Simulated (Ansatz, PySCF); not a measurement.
Energy difference 0.5 R1 + 0.5 R2 → P1, each structure at its B3LYP-D3(BJ)/def2-TZVP stationary point, reached from a drawn start (curvature not checked).
R1: Na2 (SMILES [Na][Na]), charge 0, multiplicity 1.
R2, K2 (SMILES [K][K]) (charge 0, multiplicity 1):
```xyz
2

K      0.000     0.000    -1.984
K      0.000     0.000     1.984
```
P1: KNa (SMILES [Na][K]), charge 0, multiplicity 1.

P less R. No zero-point or thermal terms; no spin–orbit coupling.

Codes used: Ansatz (a first-principles code) with Gaussian orbitals; PySCF for the D3/D4 terms. No computed number here is a measurement.

**Question.** What is the computed reaction energy (B3LYP-D3(BJ)/def2-TZVPP)?

**Answer.** -1 kJ/mol

**Question.** Predict the reaction energy from BHLYP-D4/def2-TZVPP.

**Answer.** -1 kJ/mol

**Question.** Predict the reaction energy from PBE0/def2-TZVPP.

**Answer.** -1 kJ/mol
